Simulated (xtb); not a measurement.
HS2 (SMILES [S]S), doublet, from a rough starting geometry; GFN2-xTB (xtb 6.7.1).

Here is a job for xtb.
```
$ xtb mol.xyz --gfn 2 --uhf 1 --opt vtight --json

# file mol.xyz
3

S      1.41851544    -0.27751307    -0.01669115
S     -0.32525655     0.64698765     0.02364505
H     -1.16213662    -0.35617295     0.03151661
```

### Question
Predict the main parts of the log of this xtb run.

### Answer

```
   ID    Z sym.   atoms
    1   16 S      1, 2
    2    1 H      3

           -------------------------------------------------
          |                Calculation Setup                |
           -------------------------------------------------

           -------------------------------------------------
          |                 G F N 2 - x T B                 |
           -------------------------------------------------

          ...................................................
          :                      SETUP                      :
          :.................................................:
          :  # basis functions                  21          :
          :  # atomic orbitals                  19          :
          :  # shells                            7          :
          :  # electrons                        13          :
          :  max. iterations                   250          :
          :  Hamiltonian                  GFN2-xTB          :
          :  restarted?                      false          :
          :  GBSA solvation                  false          :
          :  PC potential                    false          :
          :  electronic temp.          300.0000000     K    :
          :  accuracy                    1.0000000          :
          :  -> integral cutoff          0.2500000E+02      :
          :  -> integral neglect         0.1000000E-07      :
          :  -> SCF convergence          0.1000000E-05 Eh   :
          :  -> wf. convergence          0.1000000E-03 e    :
          :  Broyden damping             0.4000000          :
          :  net charge                          0          :
          :  unpaired electrons                  1          :
          ...................................................

 iter      E             dE          RMSdq      gap      omega  full diag
   1     -6.9997911 -0.699979E+01  0.723E+00    3.56       0.0  T
   2     -7.0043081 -0.451704E-02  0.371E+00    3.42       1.0  T
   3     -7.0048196 -0.511532E-03  0.790E-01    3.41       1.0  T
   4     -7.0050554 -0.235724E-03  0.335E-01    3.40       1.0  T
   5     -7.0050587 -0.332109E-05  0.888E-02    3.41       1.0  T
   6     -7.0050592 -0.504068E-06  0.346E-02    3.41       1.7  T
   7     -7.0050593 -0.954820E-07  0.139E-02    3.41       4.1  T
   8     -7.0050593 -0.216951E-07  0.373E-03    3.41      15.5  T
   9     -7.0050593 -0.128935E-08  0.179E-03    3.41      32.3  T
  10     -7.0050593 -0.363980E-09  0.511E-04    3.41     113.0  T
  11     -7.0050593 -0.170051E-10  0.169E-04    3.41     340.8  T

   *** convergence criteria satisfied after 11 iterations ***

         :::::::::::::::::::::::::::::::::::::::::::::::::::::
         ::                     SUMMARY                     ::
         :::::::::::::::::::::::::::::::::::::::::::::::::::::
         :: total energy              -6.983915648296 Eh    ::
         :: gradient norm              0.030521711884 Eh/a0 ::
         :: HOMO-LUMO gap              3.406763783398 eV    ::
         ::.................................................::
         :: SCC energy                -7.005059301464 Eh    ::
         :: -> isotropic ES            0.004726735070 Eh    ::
         :: -> anisotropic ES          0.001168574558 Eh    ::
         :: -> anisotropic XC          0.004052183771 Eh    ::
         :: -> dispersion             -0.001252842021 Eh    ::
         :: repulsion energy           0.021143653168 Eh    ::
         :: add. restraining           0.000000000000 Eh    ::
         :: total charge               0.000000000000 e     ::
         :::::::::::::::::::::::::::::::::::::::::::::::::::::

      -----------------------------------------------------------
     |                   =====================                   |
     |                        A N C O P T                        |
     |                   =====================                   |
[...]
 * total energy  :    -6.9839156 Eh     change       -0.1709743E-11 Eh
 * total energy  :    -6.9845462 Eh     change       -0.6305059E-03 Eh
 * total energy  :    -6.9849155 Eh     change       -0.3693380E-03 Eh
 * total energy  :    -6.9849232 Eh     change       -0.7694994E-05 Eh
 * total energy  :    -6.9849233 Eh     change       -0.6472705E-07 Eh
   *** GEOMETRY OPTIMIZATION CONVERGED AFTER 5 ITERATIONS ***
         :: total energy              -6.984923251899 Eh    ::
[...]
         :: repulsion energy           0.018500471673 Eh    ::
         :: add. restraining           0.000000000000 Eh    ::
         :: total charge               0.000000000000 e     ::
         :::::::::::::::::::::::::::::::::::::::::::::::::::::

           -------------------------------------------------
          |                Property Printout                |
           -------------------------------------------------

    * Orbital Energies and Occupations

         #    Occupation            Energy/Eh            Energy/eV
      -------------------------------------------------------------
         1        2.0000           -0.7592188             -20.6594
         2        2.0000           -0.7184678             -19.5505
         3        2.0000           -0.5348097             -14.5529
         4        2.0000           -0.4944318             -13.4542
         5        2.0000           -0.4630289             -12.5997
         6        1.9963           -0.3879830             -10.5576
         7        1.0037           -0.3773672             -10.2687 (HOMO)
         8                         -0.2494816              -6.7887 (LUMO)
         9                         -0.1913769              -5.2076
        10                         -0.0508758              -1.3844
        11                         -0.0364043              -0.9906
        12                         -0.0353716              -0.9625
        13                         -0.0119800              -0.3260
        14                         -0.0005918              -0.0161
        15                          0.0098123               0.2670
        16                          0.0567475               1.5442
        17                          0.0650925               1.7713
        18                          0.3289438               8.9510
        19                          0.6324940              17.2110
      -------------------------------------------------------------
                  HL-Gap            0.1278856 Eh            3.4799 eV
             Fermi-level           -0.3480498 Eh           -9.4709 eV

     #   Z          covCN         q      C6AA      α(0)
     1  16 S        0.979    -0.155   145.632    20.411
     2  16 S        1.900    -0.004   141.221    20.001
     3   1 H        0.921     0.159     1.332     1.805

 Mol. C6AA /au·bohr⁶  :        630.194354
 Mol. C8AA /au·bohr⁸  :      29463.931546
 Mol. α(0) /au        :         42.217723

Wiberg/Mayer (AO) data.
largest (>0.10) Wiberg bond orders for each atom

 ---------------------------------------------------------------------------
     #   Z sym  total        # sym  WBO       # sym  WBO       # sym  WBO
 ---------------------------------------------------------------------------
     1  16 S    1.741 --     2 S    1.703
     2  16 S    2.639 --     1 S    1.703     3 H    0.936
     3   1 H    0.974 --     2 S    0.936
 ---------------------------------------------------------------------------

Topologies differ in total number of bonds
Writing topology from bond orders to xtbtopo.mol

molecular dipole:
                 x           y           z       tot (Debye)
 q only:       -0.765      -0.038       0.014
   full:       -0.840      -0.122       0.015       2.157
molecular quadrupole (traceless):
                xx          xy          yy          xz          yz          zz
 q only:       -0.334       0.703       0.190      -0.012      -0.014       0.143
  q+dip:       -1.511       2.382       0.320       0.041      -0.056       1.191
   full:       -1.014       1.895      -0.110       0.026      -0.050       1.125

optimized geometry written to: xtbopt.xyz

           -------------------------------------------------
          | TOTAL ENERGY               -6.984923251899 Eh   |
          | GRADIENT NORM               0.000109328001 Eh/α |
          | HOMO-LUMO GAP               3.479945116750 eV   |
           -------------------------------------------------

normal termination of xtb
```
